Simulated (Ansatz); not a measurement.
Job for Ansatz (a quantum-chemistry and plane-wave program): R-r2SCAN/def2-TZVPP on CH5Ga (SMILES [CH3][GaH2]), atoms moved off the minimum.

Ansatz 0.2 input:
```yaml
crystal:
  periodic: [false, false, false]
  atoms:
    - {symbol: Ga, position_ang: [0.01918789, -0.23871984, -0.43987342]}
    - {symbol: H, position_ang: [-1.24903117, -0.38299159, -1.16774847]}
    - {symbol: H, position_ang: [1.32615801, -0.78041690, -0.96362114]}
    - {symbol: C, position_ang: [0.03039662, 0.68026087, 1.39028099]}
    - {symbol: H, position_ang: [-0.09765321, 1.73651403, 1.16431463]}
    - {symbol: H, position_ang: [0.79531015, 0.58627659, 2.03703357]}
    - {symbol: H, position_ang: [-0.87980472, 0.43934600, 1.92046223]}
basis:
  gaussian:
    orbitals: def2-TZVPP
hamiltonian:
  xc: {name: r2SCAN}
scf: {lower_state_search: off}
output: {forces: true}
```

The log:

```
WARN ansatz: RAYON_NUM_THREADS=1 ignored (pool sized by the plan → 1); use --threads N
Functional definition: r2SCAN
these checks for a lower state are left out or cut short: stability, starts, cluster_reference, orbital_swaps, neighbouring_geometries, increment
integrals: 0.05 GiB planned
843 factors; their error is unknown
mean field: 0.46 GiB planned
mean field evaluation 1: about -53486.1990 eV, gradient 6.6e1 eV
mean field evaluation 2: about -53473.2045 eV, gradient 9.2e1 eV
mean field evaluation 4: about -53495.1151 eV, gradient 5.0e0 eV
mean field evaluation 8: about -53495.1446 eV, gradient 1.4e-1 eV
mean field evaluation 16: about -53495.1260 eV, gradient 7.5e-5 eV
mean field -53495.12600439 eV, -1965.9096203625 hartree, gradient 2.8e-6 eV, S^2 0.000000; 0 other end points of the search recorded, 0 dependent functions left out
the calculation of the forces begins
reference -53495.12601606 eV, -1965.9096207914 hartree; 21, 21 occupied and 128, 128 virtual orbitals, 843 factors
Total energy: -53495.12601606 eV, -1965.9096207914 hartree
Atom 0 at     0.019188    -0.238720    -0.439873 Å, force     0.887145     0.661911     2.249742 eV/Å
Atom 1 at    -1.249031    -0.382992    -1.167748 Å, force    -1.344093    -0.059210    -0.765042 eV/Å
Atom 2 at     1.326158    -0.780417    -0.963621 Å, force     0.731426    -0.285057    -0.410590 eV/Å
Atom 3 at     0.030397     0.680261     1.390281 Å, force    -2.884412     0.121686    -3.015881 eV/Å
Atom 4 at    -0.097653     1.736514     1.164315 Å, force     0.101699     0.373835    -0.094988 eV/Å
Atom 5 at     0.795310     0.586277     2.037034 Å, force     2.937032    -0.543898     1.887779 eV/Å
Atom 6 at    -0.879805     0.439346     1.920462 Å, force    -0.428798    -0.269266     0.148980 eV/Å
Dipole moment:    -0.042642     0.051789     0.025281 e Å
Checks for a lower state left out: stability, starts, cluster_reference, orbital_swaps, neighbouring_geometries, increment
```

The run converged.

Cost: around 5 core-seconds (rough).
